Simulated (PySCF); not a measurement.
Lowest singlet excitation (eV) of eight silicon and germanium compounds: TDA-PBE beside TDA-ωB97X, computed with PySCF for isolated molecules in the bases named; differences from unrounded values. The eight are the first of their class met in an unordered collection, after screening for sound electronic states; none was chosen by its value. Each molecule has one DFT geometry for both levels.

| molecule | basis | TDA-ωB97X | TDA-PBE | difference |
|---|---|---|---|---|
| 1,2-dihydrosiline (C₅H₈Si), SMILES C1=CC[SiH2]C=C1 | def2-SVPD | 5.01 | 4.45 | -0.56 |
| GeH7NSSi, SMILES [S]([SiH2]N)[GeH3] | def2-SVPD | 5.86 | 4.82 | -1.04 |
| C₂H₂O₃Si, SMILES O=C1OC(=O)[SiH2]1 | def2-SVPD | 4.67 | 3.87 | -0.80 |
| CH3Cl2NSi2, SMILES [Si]1(Cl)(C=N[SiH2]1)Cl | def2-SVPD | 3.76 | 3.54 | -0.22 |
| Cl2FGeH3Si, SMILES F[Si](Cl)(Cl)[GeH3] | def2-SVPD | 7.43 | 6.55 | -0.88 |
| C4H12Si2, SMILES C=C(C)[SiH2][SiH2]C | def2-SVPD | 6.60 | 5.53 | -1.07 |
| C3H4O2Si, SMILES O=C1[SiH2]C(O1)=C | def2-SVPD | 5.02 | 4.61 | -0.41 |
| C₄H₆Ge, SMILES [GeH3][C](=C)C#C | def2-SVPD | 5.28 | 4.54 | -0.73 |

TDA-PBE lies below TDA-ωB97X in 8 and above it in 0 of the eight; the mean signed difference is -0.71 and the largest -1.07 eV.
